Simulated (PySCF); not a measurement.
C2H8FNSi2, SMILES C=C[Si@@H](F)N[SiH3].

Geometry: B3LYP-D3(BJ)/def2-SVP. The structure was generated by enumeration; whether it is a known compound was not checked. The values are those of a single conformer.

The numbers are results of TDDFT-PBE/def2-SVPD (PySCF), not measurements.

Vertical excitations. Gas-phase values at a fixed geometry.

Problem. List the lowest excited states. (The exact figures need the calculation; the answer reports its results.)

Solution. 
| state | energy (eV) | λ (nm) | f | main pairs |
|---|---|---|---|---|
| S1 | 4.71 | 263 | 0.001 | HOMO→LUMO 100 % |
| S2 | 5.94 | 209 | 0.013 | HOMO−2→LUMO 84 %, HOMO−1→LUMO 13 % |
| S3 | 6.06 | 204 | 0.005 | HOMO→LUMO+1 98 % |
| S4 | 6.37 | 195 | 0.007 | HOMO−3→LUMO 80 % |
| S5 | 6.43 | 193 | 0.077 | HOMO−1→LUMO+1 43 %, HOMO−1→LUMO 26 %, HOMO−3→LUMO 19 %, HOMO−2→LUMO 7 % |
| S6 | 6.74 | 184 | 0.018 | HOMO→LUMO+2 97 % |
| S7 | 6.76 | 183 | 0.033 | HOMO−1→LUMO+1 35 %, HOMO−5→LUMO 21 %, HOMO−4→LUMO 20 %, HOMO−1→LUMO 15 % |
| S8 | 6.83 | 182 | 0.002 | HOMO−4→LUMO 67 %, HOMO−5→LUMO 21 % |
| S9 | 6.93 | 179 | 0.036 | HOMO→LUMO+3 78 % |
| S10 | 7.08 | 175 | 0.007 | HOMO−2→LUMO+1 51 %, HOMO→LUMO+4 27 %, HOMO−5→LUMO 16 % |
| T1 | 4.25 | 292 | 0 | HOMO−1→LUMO 94 % |
| T2 | 4.63 | 268 | 0 | HOMO→LUMO 99 % |
| T3 | 5.48 | 226 | 0 | HOMO−2→LUMO 97 % |
| T4 | 5.79 | 214 | 0 | HOMO→LUMO+1 99 % |
Triplets are in the Tamm–Dancoff approximation, which puts them higher than full response would, so one can lie above its singlet here.
